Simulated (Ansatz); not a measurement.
Harmonic frequencies (cm⁻¹) at PBE0-D4/def2-TZVP from Ansatz: 398, 607, 651, 708, 2015, 2022.

(1) Which molecule is it?
A. `[O][GaH2]`•
B. `[O][SiH2]O`•
C. `[O]C(F)F`•
D. `[O][Al]([F])[Cl]`•

## Answers

(1) A.
